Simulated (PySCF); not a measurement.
Problem. What does the PBE0-D3(BJ)/def2-SVP structure of `CB(C)C1=CC=C(N)C=C1` look like in three dimensions?

Solution. 
```
atom  x, y, z in Å
C1    -2.699   -1.292    0.643
B2    -1.810   -0.068    0.190
C3    -2.570    1.283   -0.123
C4    -0.265   -0.183    0.048
C5     0.423   -1.393    0.277
C6     1.798   -1.510    0.151
C7     2.576   -0.396   -0.222
N8     3.937   -0.490   -0.317
C9     1.915    0.825   -0.459
C10    0.540    0.915   -0.323
H11   -2.235   -2.287    0.575
H12   -2.964   -1.129    1.705
H13   -3.661   -1.316    0.104
H14   -3.473    1.407    0.496
H15   -2.931    1.215   -1.167
H16   -1.969    2.201   -0.055
H17   -0.144   -2.282    0.565
H18    2.290   -2.468    0.341
H19    4.353   -1.409   -0.366
H20    4.436    0.240   -0.804
H21    2.499    1.703   -0.748
H22    0.066    1.882   -0.515
```

Any rigid rotation of these coordinates is as good. Atoms count from 1 in this order. Of the pairs four or more bonds apart, H11···H17 is among the closest relative to their van der Waals radii: 2.09 Å, 87 % of the sum of Bondi's values. The 3 B–C bonds span 1.556 Å (B2–C4, drawn single) to 1.581 Å (B2–C3, drawn single), a spread of 0.025 Å. The 6-membered ring C4–C5–C6–C7–C9–C10 has internal angles of 115.6° to 122.8°; it is planar, 0.00 Å rms from its mean plane, widest ring torsion 0°. N8 (aniline-type nitrogen) has angles 118.4°, 118.4° and 115.5°, sum 352.3°, 0.18 Å off the plane of its three neighbours.

Bonds between heavy atoms (Å): C1–B2 1.580, B2–C3 1.581, B2–C4 1.556, C4–C5 1.411, C5–C6 1.385, C6–C7 1.409, C7–N8 1.368, C7–C9 1.409, C9–C10 1.385, C4–C10 1.411.

Method used: PBE0-D3(BJ)/def2-SVP geometry optimisation, gas phase (PySCF 2.14.0).

Point group: near C2, missed by 0.35 Å at most; the miss may be what the optimiser left on a soft mode. No PBE0-D3(BJ)/def2-SVP frequencies stand behind this structure, so it isn't proved a minimum.
